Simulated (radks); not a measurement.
Fe24+, configuration [He].

Calculated with a radial shooting solver on a logarithmic mesh with Libxc functionals: non-relativistic Kohn-Sham, PBE, spin-polarised, spherical densities, point nucleus.

Energy parts (hartree):
total: -659.58256
kinetic: 659.53413
electron-nucleus: -1335.40885
Hartree: 32.03043
exchange-correlation: -15.73827

Orbitals (lengths in bohr, moments of r in powers of bohr; r(max) is where P^2 peaks; r(90%) holds 90 % of the orbital's charge):
| orbital | occ. | eigenvalue (hartree) | r(90%) | r(max) |
|---|---|---|---|---|
| 1s | 2 | -315.9395 | 0.104 | 0.03882 |

The highest occupied level is 1s at -8597.2 eV. The density falls to 0.001 e/bohr^3 at r = 0.32 bohr. Virial ratio -V/T = 2.00007. The electron density at the nucleus is 1.092e+04 e/bohr^3.
